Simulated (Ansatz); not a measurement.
Input and output for `O[SiH](Cl)[GeH2][Cl]`.

```yaml
crystal:
  periodic: [false, false, false]
  atoms:
    - {symbol: O, position_ang: [1.220725, 1.568991, -0.053095]}
    - {symbol: Si, position_ang: [1.127860, -0.040799, 0.190810]}
    - {symbol: Cl, position_ang: [1.958174, -1.113648, -1.352846]}
    - {symbol: Ge, position_ang: [-1.191497, -0.612002, 0.255027]}
    - {symbol: Cl, position_ang: [-2.000306, 0.911027, -1.083645]}
    - {symbol: H, position_ang: [0.555899, 1.951027, -0.635173]}
    - {symbol: H, position_ang: [1.900784, -0.344007, 1.412131]}
    - {symbol: H, position_ang: [-1.581741, -1.965756, -0.351732]}
    - {symbol: H, position_ang: [-1.901499, -0.401133, 1.601625]}
basis:
  gaussian: {orbitals: x2c-TZVPPall}
total_charge: 1
magnetization: {spin_polarized: true, initial_magnetization: 1}
hamiltonian: {xc: {name: B97}}
output: {forces: true}
```

```sh
$ ansatz run in.yaml --threads 4 --pin off --events-out ev --progress --plain --max-ram 10444MiB
```

Output, abridged:

```
Functional definition: B97
1700 factors; their error is unknown
mean field evaluation 1: about -92220.5642 eV, gradient 5.4e1 eV
mean field evaluation 2: about -92149.1629 eV, gradient 1.3e2 eV
mean field evaluation 4: about -92229.4683 eV, gradient 1.0e1 eV
mean field evaluation 8: about -92229.9155 eV, gradient 2.9e-1 eV
mean field evaluation 16: about -92230.0836 eV, gradient 2.0e-3 eV
mean field -92230.08363129 eV, -3389.3930576539 hartree, gradient 4.4e-5 eV, S^2 0.753501; 5 other end points of the search recorded, 0 dependent functions left out
reference -92230.08365755 eV, -3389.3930586188 hartree; 46, 45 occupied and 215, 216 virtual orbitals, 1700 factors
Total energy: -92230.08365755 eV, -3389.3930586188 hartree
Relativity: scalar
Atom 0 at     1.220725     1.568991    -0.053095 Å, force    -0.692303    -0.742376     0.214246 eV/Å
Atom 1 at     1.127860    -0.040799     0.190810 Å, force     2.882294     1.090232    -0.687259 eV/Å
Atom 2 at     1.958174    -1.113648    -1.352846 Å, force    -0.585289     0.048165     0.388547 eV/Å
Atom 3 at    -1.191497    -0.612002     0.255027 Å, force    -2.687941    -0.469782    -0.315844 eV/Å
Atom 4 at    -2.000306     0.911027    -1.083645 Å, force     0.348550    -0.361896     0.293232 eV/Å
Atom 5 at     0.555899     1.951027    -0.635173 Å, force     0.209774     0.409168    -0.139779 eV/Å
Atom 6 at     1.900784    -0.344007     1.412131 Å, force    -0.378149    -0.255972     0.211518 eV/Å
Atom 7 at    -1.581741    -1.965756    -0.351732 Å, force     0.427512     0.042576    -0.108806 eV/Å
Atom 8 at    -1.901499    -0.401133     1.601625 Å, force     0.475551     0.239884     0.144145 eV/Å
Dipole moment:    -0.031022    -0.220376     0.348222 e Å
```

Hardware: 4 threads of an Intel Xeon Platinum 8488C on a shared host. Wall time 18 s, peak host memory 1.5 GiB.
